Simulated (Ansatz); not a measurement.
Species: CH2BCl2S, net charge 0, doublet state. It need not be the lowest isomer of its formula. SMILES: [CH2]SB(Cl)Cl
Structure (B3LYP-D3(BJ)/def2-TZVP (Ansatz, an electronic-structure program) minimum search):
```xyz
7

C     -2.4440    -0.1457     0.3605
S     -0.9813    -0.9734     0.6468
B      0.3361     0.0275    -0.0537
Cl     0.0655     1.5586    -0.8627
Cl     1.9638    -0.6099     0.1092
H     -2.4699     0.8001    -0.1554
H     -3.3440    -0.6166     0.7223
```
Charge 0, spin multiplicity 2.

Wanted: atomisation energy (electronic, to ground-state atoms), in kJ/mol. Valence correlation only, unless marked. UHF or UKS for open shells. Spin-orbit coupling is left out. No relativistic terms. The coupled-cluster limit lacks core correlation, which all-electron functionals hold. Basis-set limits of correlation are two-point, X^-3; Hartree-Fock from the larger set. The bracket is a focal-point correction in the basis named.

| level | program | atomisation energy (kJ/mol) | minus last row |
|---|---|---|---|
| HF/STO-3G | Ansatz | 2240.9 | -219.6 |
| HF/cc-pV(Q+d)Z | Ansatz | 1821.5 | -639.0 |
| B3LYP-D3(BJ)/def2-TZVPD | Ansatz + dftd3 | 2463.8 | 3.3 |
| HSE06/def2-TZVPD | Ansatz | 2508.1 | 47.6 |
| CAM-B3LYP-D4/def2-TZVPD | Ansatz + dftd4 | 2457.8 | -2.7 |
| B2GP-PLYP-D3(BJ)/def2-TZVPD | Ansatz + dftd3 | 2448.9 | -11.6 |
| SCS-MP2/cc-pV(T+d)Z | Ansatz | 2404.8 | -55.7 |
| CCSD/6-31G | Ansatz | 1898.6 | -561.9 |
| RI-MP2/CBS(cc-pV(T+d)Z,cc-pV(Q+d)Z)+[CCSD(T)-MP2]/cc-pV(T+d)Z | Ansatz | 2456.8 | -3.7 |
| CCSD(T)/CBS(cc-pV(T+d)Z,cc-pV(Q+d)Z) | Ansatz | 2460.5 | 0.0 |
